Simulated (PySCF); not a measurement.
A calculated (wB97M-V, PySCF 2.14, def2-TZVPPD, no relativity, point nucleus) atom or ion has these occupied shells.

| shell | electrons | orbital energy (eV) | rms radius, mean of both spins (bohr) |
| --- | --- | --- | --- |
| 1s α | 1 | -9474.1 | 0.0591 |
| 1s β | 1 | -9474.0 | 0.0591 |
| 2s α | 1 | -1165.0 | 0.249 |
| 2s β | 1 | -1165.0 | 0.249 |
| 2p α | 3 | -1025.5 | 0.221 |
| 2p β | 3 | -1025.4 | 0.221 |
| 3s α | 1 | -145.00 | 0.741 |
| 3s β | 1 | -144.89 | 0.741 |
| 3p α | 3 | -100.32 | 0.780 |
| 3p β | 3 | -100.24 | 0.780 |
| 3d α | 5 | -25.575 | 1.02 |
| 3d β | 5 | -25.444 | 1.02 |
| 4s α | 1 | -17.060 | 2.64 |

Problem. Name the element and its charge.

Solution. Zn⁺ (zinc, charge +1), in [Ar] 3d10 4s1, 2S determinant.
